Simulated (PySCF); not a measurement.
All values below come from B3LYP-D3(BJ)/def2-TZVP // r2SCAN-D4/def2-SVP run with PySCF. Gas-phase values, no solvent. One relaxed conformer stands for a flexible species; it need not be the lowest. B3LYP has the VWN-RPA correlation part, as in Gaussian. 

Reference species: [Ti(NH2)4] (neutral, multiplicity 1).

The charge on the central atom (Mulliken) comes out as 1.62 e, the HOMO comes out as -6.56 eV and the charge on the central atom (meta-Löwdin) is 1.25 e. The HOMO–LUMO gap comes out as 5.63 eV.

Changed species: [Ti(Cl)4] (0 of 4 Cl replaced by NH2; the reference has 4 of 4 Cl replaced by NH2).

Question: Give the shifts of the charge on the central atom (Mulliken), HOMO, charge on the central atom (meta-Löwdin) and HOMO–LUMO gap.

Answer: the charge on the central atom (Mulliken) falls by 0.54 e, to 1.08 e; the HOMO drops by 2.78 eV, to -9.34 eV; the charge on the central atom (meta-Löwdin) falls by 0.11 e, to 1.14 e; the HOMO–LUMO gap drops by 0.28 eV, to 5.35 eV.
